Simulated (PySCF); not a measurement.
SMILES [CH]([Al]([Br])[CH2]C)=C (C4H8AlBr) (PBE0/def2-SVP optimised geometry):

```
14

Al    -0.758     0.808     0.000
Br    -1.759     2.853     0.000
C      1.201     0.808     0.000
C      1.948    -0.525    -0.014
H      1.504     1.412     0.877
H      1.503     1.430    -0.864
H      1.700    -1.129    -0.903
H      1.711    -1.141     0.869
H      3.041    -0.385    -0.020
C     -1.952    -0.725     0.000
C     -1.518    -1.996     0.013
H     -3.041    -0.576    -0.008
H     -2.205    -2.853     0.014
H     -0.452    -2.254     0.021
```

Method: PBE0/def2-TZVP (PySCF).

Q: What are the frontier orbital energies and the dipole moment?

A: HOMO-2 -8.43 eV, HOMO-1 -8.14 eV, HOMO -7.57 eV, LUMO -1.45 eV, LUMO+1 0.04 eV; dipole moment 2.34 D.

Meta-Löwdin charges at PBE0/def2-TZVP: Al1 0.81, Br2 -0.33, C3 -0.50, C4 -0.32, H5 0.13, H6 0.13, H7 0.11, H8 0.11, H9 0.11, C10 -0.40, C11 -0.20, H12 0.13, H13 0.12, H14 0.11.
